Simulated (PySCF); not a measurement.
Species: C₅H₇NSi (charge +1 and doublet state).
SMILES with atom numbers: `[N:1]#[C:2][SiH:3]1[CH2:4][CH:5][CH+:6][CH2:7]1` (hydrogens: H8 on Si3; H9, H10 on C4; H11 on C5; H12 on C6; H13, H14 on C7)

Geometry (GFN2-xTB, Å), atoms numbered from 1 in this order:
```
atom  x, y, z in Å
N1    -1.432    2.810   -1.259
C2    -1.032    2.086   -0.474
Si3   -0.324    0.935    0.833
C4    -1.152   -0.781    0.264
C5    -0.170   -1.326   -0.659
C6     1.117   -0.903   -0.567
C7     1.392    0.277    0.280
H8    -0.561    1.372    2.196
H9    -2.168   -0.791   -0.123
H10   -1.151   -1.305    1.224
H11   -0.491   -2.009   -1.434
H12    1.922   -1.365   -1.120
H13    1.985    1.011   -0.279
H14    2.065   -0.012    1.096
```

The hyperfine couplings belong to this conformer and change with its torsions.

Level of theory: UKS B3LYP, pcH-1 on C H N Si, non-relativistic, mean-field spin-orbit, GIAO in PySCF 2.14.0. The structure is a single GFN2-xTB conformer in the gas phase; no vibrational or solvent corrections. A GFN2-xTB geometry isn't a minimum of the functional, and hyperfine couplings can be far from their values at a DFT geometry, by a factor of two or more for some ions and for spin on atoms past the first row. No stability test was run, so a lower SCF solution isn't excluded.

Principal values of hyperfine tensors in MHz (contact, dipolar and spin–orbit terms together), for some of the nuclei:

```
atom  isotope      A1      A2      A3
 H10       1H  158.76  161.23  182.84
 H13       1H  104.27  104.72  118.58
 H14       1H   96.16   99.93  109.19
 Si3     29Si  -49.48  -22.58  -21.39
  C6      13C  -11.80   -9.27   98.18
 H12       1H  -40.41  -27.97   -0.89
  C7      13C  -22.32  -20.13   -8.93
 H11       1H   -6.79    0.21   25.62
```

Task: Split each tensor into its isotropic and traceless parts, and turn a_iso into mT with g = 2.0030.

Result: a_iso is a third of the trace, T = A − a_iso, and a(mT) = a(MHz)/(g × 13.996).

```csv
atom,a_iso (MHz),a_iso (mT),T1,T2,T3
H10,167.61,5.979,-8.85,-6.38,15.23
H13,109.19,3.895,-4.92,-4.47,9.39
H14,101.76,3.630,-5.60,-1.83,7.43
Si3,-31.15,-1.111,-18.33,8.57,9.76
C6,25.70,0.917,-37.50,-34.97,72.47
H12,-23.09,-0.823,-17.32,-4.88,22.20
C7,-17.13,-0.611,-5.19,-3.01,8.20
H11,6.35,0.226,-13.14,-6.14,19.27
```

Task: What spin density at the nucleus of H13 lies behind its contact coupling (g_N = 5.58569)?

Result: a_FC = (2μ0/3) gₑ μB g_N μN ρ(0)/(2S·h) = 800.24 MHz × g_N × ρ(0)/(2S), with ρ in bohr⁻³. With a_FC = 109.19 MHz and 2S = 1, ρ(0) = 0.02443 bohr⁻³. In magnitude that is 7.7 % of the 1/π = 0.318 of a free hydrogen atom.

Task: C2 (13C, g_N = 1.40482) isn't in the table. Its spin density at the nucleus is 0.009769 bohr⁻³. What is its contact coupling?

Result: By the same relation, a_FC = 10.98 MHz. Its full tensor has the principal values 8.61, 9.64, 14.72 MHz.

Task: Which nucleus of the table has the largest anisotropic coupling, and what is its form?

Result: C6: -37.5, -35.0, 72.5 MHz, nearly axial, close to the ratio −1:−1:+2, the form that spin in one p orbital centred on that nucleus gives.

Task: In a single crystal, with the field along each principal axis of the tensor of H13 in turn, what first-order splitting does this nucleus give (isotropic g, quadrupole terms neglected)?

Result: 2 lines (I = 1/2), spaced by |A_i|/(g × 13.996): 3.72, 3.74, 4.23 mT along the axes of A1, A2 and A3.

The SMILES draws the unpaired electron on C5; the largest computed Mulliken spin population is on C6 (0.44 against 0.28).
